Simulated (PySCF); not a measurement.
PySCF job for Hf(OH)4 (H₄HfO₄), SMILES [OH][Hf]([OH])([OH])[OH], multiplicity 1, B3LYP-D3(BJ)/def2-SVP. Geometry optimised at B3LYP-D3(BJ)/def2-SVP. The spin state was assumed, not searched. The isomer is the one that the SMILES or the coordinates give; other isomers of the formula were not compared. The def2 effective core potentials stand for the cores of Hf; spin–orbit coupling is left out. Other conformers were not sampled.

```python
import numpy as np
from pyscf import gto, scf, dft, df
from pyscf.hessian import thermo

mol = gto.M(
    atom='''
    Hf   -0.00000000    0.00000000    0.00000000
    O     1.12039673    1.12039674   -1.12039673
    H     1.67222916    1.67222916   -1.67222916
    O    -1.12039673    1.12039674    1.12039673
    H    -1.67222916    1.67222916    1.67222915
    O    -1.12039674   -1.12039674   -1.12039674
    H    -1.67222916   -1.67222916   -1.67222916
    O     1.12039674   -1.12039673    1.12039674
    H     1.67222916   -1.67222916    1.67222916
    ''',
    basis='def2-SVP',
    ecp={'Hf': 'def2-svp'},
    charge=0,
    spin=0,
    max_memory=1600,
    verbose=3,
)
mf = dft.RKS(mol, xc='b3lyp').density_fit(auxbasis='def2-universal-jkfit')
mf.disp = 'd3bj'
mf.grids.level = 3
mf.conv_tol = 1e-11
mf.max_cycle = 100
mf.kernel()

# [left out here: the lines that compute and print the analytic Hessian (its translational invariance restored by hand, since the grid's response is missing), thermochemistry and intensities]
```

Output:

```
converged SCF energy = -351.375890587007

WARN: DFTD3 does not support analytical Hessian, using finite difference


WARN: Mole.unit (angstrom) is changed to Bohr

Mode                                 0                   1                   2
Irrep
Freq [cm^-1]                      162.7771            162.7780            162.7790
Reduced mass [au]                   2.2790              2.2737              2.2791
Force const [Dyne/A]                0.0356              0.0355              0.0356
Char temp [K]                     234.2001            234.2013            234.2027
Normal mode                   x     y     z       x     y     z       x     y     z
       0  Hf                 0.02 -0.01  0.02   -0.00  0.02  0.01    0.02  0.01 -0.02
       1   O                -0.08  0.02 -0.05    0.02 -0.07 -0.06    0.01  0.04 -0.01
       2   H                -0.32  0.09 -0.22    0.07 -0.31 -0.25   -0.04  0.11  0.01
       3   O                -0.05  0.01 -0.08   -0.06 -0.03  0.02   -0.03 -0.08  0.02
       4   H                -0.23  0.06 -0.30   -0.18 -0.12 -0.01   -0.14 -0.29  0.11
       5   O                -0.03  0.08 -0.02    0.06 -0.03  0.01   -0.05 -0.02  0.08
       6   H                -0.12  0.25 -0.09    0.20 -0.18  0.02   -0.20 -0.09  0.30
       7   O                 0.00 -0.05  0.01   -0.02 -0.07 -0.07   -0.09 -0.02  0.05
       8   H                -0.04 -0.10 -0.01   -0.05 -0.26 -0.23   -0.30 -0.10  0.19
Mode                                 3                   4                   5
Irrep
Freq [cm^-1]                      162.8083            162.8085            162.8088
Reduced mass [au]                   1.1399              1.1401              1.1411
Force const [Dyne/A]                0.0178              0.0178              0.0178
Char temp [K]                     234.2449            234.2452            234.2456
Normal mode                   x     y     z       x     y     z       x     y     z
       0  Hf                -0.00  0.00  0.00   -0.00  0.00  0.00    0.00  0.00  0.00
       1   O                -0.01 -0.03 -0.04    0.04 -0.03  0.01   -0.00 -0.02 -0.02
       2   H                 0.11  0.28  0.39   -0.45  0.30 -0.14    0.01  0.17  0.19
       3   O                 0.04  0.03  0.01    0.01  0.03 -0.02   -0.02  0.02 -0.04
       4   H                -0.41 -0.29 -0.12   -0.08 -0.31  0.23    0.19 -0.19  0.38
       5   O                -0.04  0.00  0.04   -0.01  0.02 -0.02    0.02 -0.04  0.02
       6   H                 0.42 -0.02 -0.40    0.10 -0.23  0.14   -0.19  0.40 -0.21
       7   O                 0.01 -0.00 -0.01   -0.04 -0.02  0.02    0.00  0.03  0.03
       8   H                -0.10  0.02  0.11    0.46  0.23 -0.23   -0.02 -0.42 -0.40
Mode                                 6                   7                   8
Irrep
Freq [cm^-1]                      176.0916            176.0917            248.5643
Reduced mass [au]                   7.1458              7.1458              1.0933
Force const [Dyne/A]                0.1306              0.1306              0.0398
Char temp [K]                     253.3566            253.3567            357.6287
Normal mode                   x     y     z       x     y     z       x     y     z
       0  Hf                 0.00 -0.00 -0.00    0.00 -0.00  0.00   -0.00 -0.00 -0.00
       1   O                 0.05 -0.10 -0.05    0.08  0.00  0.09   -0.01  0.03  0.02
       2   H                 0.06 -0.12 -0.06    0.10  0.00  0.10    0.18 -0.39 -0.21
       3   O                -0.05 -0.10  0.05   -0.08  0.00 -0.09    0.01  0.03 -0.02
       4   H                -0.06 -0.12  0.06   -0.10  0.00 -0.10   -0.18 -0.39  0.21
       5   O                -0.05  0.10 -0.05   -0.08 -0.00  0.09    0.01 -0.03  0.02
       6   H                -0.06  0.12 -0.06   -0.10 -0.00  0.10   -0.18  0.39 -0.21
       7   O                 0.05  0.10  0.05    0.08 -0.00 -0.09   -0.01 -0.03 -0.02
       8   H                 0.06  0.12  0.06    0.10 -0.00 -0.10    0.18  0.39  0.21
Mode                                 9                  10                  11
Irrep
Freq [cm^-1]                      248.5644            272.6975            272.6983
Reduced mass [au]                   1.0933              1.6683              1.6683
Force const [Dyne/A]                0.0398              0.0731              0.0731
Char temp [K]                     357.6289            392.3510            392.3521
Normal mode                   x     y     z       x     y     z       x     y     z
       0  Hf                -0.00 -0.00  0.00    0.01 -0.00  0.01    0.00  0.01  0.01
       1   O                -0.03  0.00 -0.02   -0.08  0.02 -0.05    0.01 -0.07 -0.06
       2   H                 0.34 -0.02  0.33    0.37 -0.13  0.24   -0.05  0.35  0.29
       3   O                 0.03  0.00  0.02   -0.05  0.02 -0.07   -0.05 -0.03  0.00
       4   H                -0.34 -0.02 -0.33    0.26 -0.09  0.35    0.20  0.20  0.03
       5   O                 0.03 -0.00 -0.02   -0.03  0.07 -0.02    0.05 -0.03  0.00
       6   H                -0.34  0.02  0.33    0.19 -0.31  0.13   -0.20  0.20  0.03
       7   O                -0.03 -0.00  0.02   -0.01 -0.03  0.01   -0.01 -0.07 -0.06
       8   H                 0.34  0.02 -0.33    0.09  0.09  0.03    0.05  0.35  0.29
Mode                                12                  13                  14
Irrep
Freq [cm^-1]                      272.6989            682.1558            682.1558
Reduced mass [au]                   1.6683              9.4890              9.4890
Force const [Dyne/A]                0.0731              2.6016              2.6016
Char temp [K]                     392.3529            981.4703            981.4703
Normal mode                   x     y     z       x     y     z       x     y     z
       0  Hf                -0.01 -0.00  0.01    0.00  0.02 -0.02   -0.02 -0.00 -0.01
       1   O                 0.00 -0.03  0.00   -0.10 -0.10  0.10    0.05  0.04 -0.04
       2   H                -0.07  0.08  0.04   -0.10 -0.11  0.11    0.05  0.04 -0.04
       3   O                 0.03  0.07 -0.02   -0.01  0.01  0.02    0.02 -0.02 -0.02
       4   H                -0.18 -0.31  0.15   -0.01  0.00  0.02    0.03 -0.02 -0.01
       5   O                 0.05  0.02 -0.08   -0.01 -0.02 -0.01    0.10  0.10  0.10
       6   H                -0.26 -0.10  0.35   -0.01 -0.02 -0.00    0.10  0.10  0.10
       7   O                 0.08  0.02 -0.05    0.08 -0.08  0.08    0.08 -0.07  0.07
       8   H                -0.37 -0.12  0.25    0.07 -0.08  0.08    0.08 -0.07  0.07
Mode                                15                  16                  17
Irrep
Freq [cm^-1]                      682.1558            714.6159           4003.3685
Reduced mass [au]                   9.4890              8.2470              1.0694
Force const [Dyne/A]                2.6016              2.4814             10.0985
Char temp [K]                     981.4704           1028.1732           5759.9559
Normal mode                   x     y     z       x     y     z       x     y     z
       0  Hf                -0.01  0.02  0.02   -0.00  0.00 -0.00   -0.00 -0.00  0.00
       1   O                 0.02  0.01 -0.02    0.07  0.07 -0.07    0.03  0.03 -0.03
       2   H                 0.02  0.01 -0.03    0.07  0.07 -0.07   -0.48 -0.48  0.48
       3   O                 0.11 -0.11 -0.11   -0.07  0.07  0.07    0.01 -0.01 -0.01
       4   H                 0.11 -0.11 -0.11   -0.07  0.07  0.07   -0.22  0.22  0.22
       5   O                -0.05 -0.06 -0.06   -0.07 -0.07 -0.07    0.01  0.01  0.01
       6   H                -0.05 -0.06 -0.06   -0.07 -0.07 -0.07   -0.11 -0.11 -0.11
       7   O                 0.04 -0.04  0.03    0.07 -0.07  0.07   -0.01  0.01 -0.01
       8   H                 0.04 -0.04  0.03    0.07 -0.07  0.07    0.15 -0.15  0.15
Mode                                18                  19                  20
Irrep
Freq [cm^-1]                     4003.3688           4003.3691           4009.1535
Reduced mass [au]                   1.0694              1.0694              1.0715
Force const [Dyne/A]               10.0985             10.0985             10.1468
Char temp [K]                    5759.9564           5759.9567           5768.2792
Normal mode                   x     y     z       x     y     z       x     y     z
       0  Hf                -0.00  0.00  0.00    0.00 -0.00  0.00   -0.00 -0.00  0.00
       1   O                -0.00 -0.00  0.00   -0.00 -0.00  0.00   -0.02 -0.02  0.02
       2   H                 0.07  0.07 -0.07    0.01  0.01 -0.01    0.28  0.28 -0.28
       3   O                 0.03 -0.03 -0.03   -0.01  0.01  0.01    0.02 -0.02 -0.02
       4   H                -0.41  0.41  0.41    0.12 -0.12 -0.12   -0.28  0.28  0.28
       5   O                -0.02 -0.02 -0.02   -0.02 -0.02 -0.02    0.02  0.02  0.02
       6   H                 0.34  0.34  0.34    0.33  0.33  0.33   -0.28 -0.28 -0.28
       7   O                 0.01 -0.01  0.01   -0.03  0.03 -0.03   -0.02  0.02 -0.02
       8   H                -0.14  0.14 -0.14    0.44 -0.44  0.44    0.28 -0.28  0.28
temperature 298.1500 [K]
pressure 101325.00 [Pa]
Rotational constants [GHz] 2.75837 2.75837 2.75837
Symmetry number 12
Zero-point energy (ZPE) 0.04881 [Eh]   128147.025 [J/mol]
                           tot       elec      trans        rot        vib
Entropy [J/mol/K]       393.010      0.000    177.433     92.847    122.730
Cv [J/mol/K]            138.607      0.000     12.472     12.472    113.663
Cp [J/mol/K]            146.921      0.000     20.786     12.472    113.663
Internal energy [J/mol]                      3718.434   3718.434 148460.154
Internal energy [Eh]   -351.31651  -351.37589
Enthalpy [J/mol]                             6197.391   3718.434 148460.154
Enthalpy [Eh]          -351.31557
Gibbs free energy [J/mol]                  -46704.212 -23963.976 111868.345
Gibbs free energy [Eh] -351.36020
mode   freq/cm-1   IR/(km/mol)
   1      162.78        35.154
   2      162.78        35.071
   3      162.78        35.151
   4      162.81         0.029
   5      162.81         0.046
   6      162.81         0.107
   7      176.09         0.000
   8      176.09         0.000
   9      248.56         0.000
  10      248.56         0.000
  11      272.70       430.943
  12      272.70       430.945
  13      272.70       430.947
  14      682.16       176.256
  15      682.16       176.256
  16      682.16       176.256
  17      714.62         0.000
  18     4003.37       300.591
  19     4003.37       300.592
  20     4003.37       300.592
  21     4009.15         0.000
max |gradient| / (hartree/bohr): 9.975230960667254e-05
APT charges: [ 2.7596 -1.0731  0.383  -1.0731  0.383  -1.0731  0.383  -1.0731  0.383 ]
```

The calculation finished and met its thresholds.

Cost: about 2.7 core-minutes (a rough figure).
